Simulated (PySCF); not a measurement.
**Atomic charges against the basis set**

Species: C₃BN₃.
Geometry (PBE0-D3(BJ)/def2-SVP, Å), atoms numbered from 1 in this order:
```
atom  x, y, z in Å
N1    -0.195    2.672   -0.151
C2    -0.107    1.516   -0.109
B3     0.013   -0.007   -0.051
C4     1.394   -0.661   -0.025
N5     2.443   -1.158   -0.004
C6    -1.246   -0.874   -0.020
N7    -2.202   -1.532    0.004
```

PBE0 throughout (PySCF), one geometry, spherical d and f functions. Geometry: PBE0-D3(BJ)/def2-SVP; no solvent, vibrations or thermal averaging. Atoms taken as equivalent share a column and are averaged.

Mulliken charges (e):

| basis | functions | N1/N5/N7 | C2/C4/C6 | B3 |
| --- | --- | --- | --- | --- |
| STO-3G | 35 | -0.121 | +0.003 | +0.354 |
| 6-31G | 63 | -0.179 | -0.054 | +0.699 |
| pcSseg-0 | 63 | -0.252 | -0.157 | +1.228 |
| 6-31G* | 98 | -0.239 | +0.116 | +0.368 |
| cc-pVDZ | 98 | -0.077 | -0.045 | +0.368 |
| def2-SVP | 98 | +0.024 | -0.064 | +0.119 |
| aug-cc-pVDZ | 161 | -0.353 | +0.085 | +0.804 |
| 6-311+G(2d,p) | 189 | -0.172 | -0.036 | +0.623 |
| cc-pVTZ | 210 | -0.031 | -0.063 | +0.281 |
| def2-TZVP | 217 | +0.030 | -0.126 | +0.290 |
| IGLO-III | 245 | -0.241 | +0.050 | +0.575 |

IAO charges (e):

```csv
basis,functions,N1/N5/N7,C2/C4/C6,B3
STO-3G,35,-0.070,-0.005,+0.224
6-31G,63,-0.110,+0.037,+0.220
pcSseg-0,63,-0.110,+0.046,+0.194
6-31G*,98,-0.111,+0.040,+0.215
cc-pVDZ,98,-0.106,+0.038,+0.205
def2-SVP,98,-0.105,+0.039,+0.197
aug-cc-pVDZ,161,-0.114,+0.045,+0.208
"6-311+G(2d,p)",189,-0.114,+0.045,+0.208
cc-pVTZ,210,-0.112,+0.043,+0.209
def2-TZVP,217,-0.114,+0.044,+0.209
IGLO-III,245,-0.114,+0.045,+0.209
```

Hirshfeld charges (e):

| basis | functions | N1/N5/N7 | C2/C4/C6 | B3 |
| --- | --- | --- | --- | --- |
| STO-3G | 35 | -0.094 | -0.003 | +0.292 |
| 6-31G | 63 | -0.117 | +0.021 | +0.289 |
| pcSseg-0 | 63 | -0.112 | +0.020 | +0.276 |
| 6-31G* | 98 | -0.124 | +0.030 | +0.283 |
| cc-pVDZ | 98 | -0.113 | +0.023 | +0.270 |
| def2-SVP | 98 | -0.118 | +0.028 | +0.270 |
| aug-cc-pVDZ | 161 | -0.123 | +0.029 | +0.281 |
| 6-311+G(2d,p) | 189 | -0.123 | +0.030 | +0.279 |
| cc-pVTZ | 210 | -0.121 | +0.029 | +0.276 |
| def2-TZVP | 217 | -0.122 | +0.030 | +0.278 |
| IGLO-III | 245 | -0.123 | +0.029 | +0.280 |

ESP-fitted charges (e):

| basis | functions | N1/N5/N7 | C2/C4/C6 | B3 |
| --- | --- | --- | --- | --- |
| STO-3G | 35 | -0.298 | +0.284 | +0.044 |
| 6-31G | 63 | -0.336 | +0.287 | +0.149 |
| pcSseg-0 | 63 | -0.360 | +0.318 | +0.127 |
| 6-31G* | 98 | -0.280 | +0.175 | +0.316 |
| cc-pVDZ | 98 | -0.266 | +0.158 | +0.323 |
| def2-SVP | 98 | -0.282 | +0.183 | +0.297 |
| aug-cc-pVDZ | 161 | -0.289 | +0.178 | +0.333 |
| 6-311+G(2d,p) | 189 | -0.284 | +0.167 | +0.353 |
| cc-pVTZ | 210 | -0.280 | +0.165 | +0.344 |
| def2-TZVP | 217 | -0.285 | +0.171 | +0.342 |
| IGLO-III | 245 | -0.283 | +0.161 | +0.363 |

Which scheme is steadiest as the basis changes?

Largest range over the bases for any column: Hirshfeld 0.03 e, IAO 0.05 e, ESP-fitted 0.32 e, Mulliken 1.11 e. Hirshfeld charges move least and Mulliken charges most, counted in e. Without the minimal STO-3G basis the ranges are Hirshfeld 0.02, IAO 0.03, ESP-fitted 0.24, Mulliken 1.11 e.

How much do the charges still move between the two largest bases, def2-TZVP and IGLO-III?

At most, over all atoms: Mulliken 0.285 e, IAO 0.001 e, Hirshfeld 0.002 e, ESP-fitted 0.021 e.

What do the same runs give for the total energy and the frontier levels?

```tsv
basis	energy (Eh)	HOMO (eV)	LUMO (eV)
STO-3G	-299.1464	-9.05	-2.89
6-31G	-302.9144	-10.99	-5.03
pcSseg-0	-302.3278	-11.35	-5.31
6-31G*	-303.0069	-10.76	-5.05
cc-pVDZ	-303.0341	-10.80	-5.06
def2-SVP	-302.7785	-10.93	-5.15
aug-cc-pVDZ	-303.0481	-11.00	-5.30
6-311+G(2d,p)	-303.0928	-11.03	-5.34
cc-pVTZ	-303.1085	-10.97	-5.24
def2-TZVP	-303.1190	-11.00	-5.29
IGLO-III	-303.1218	-11.02	-5.33
```
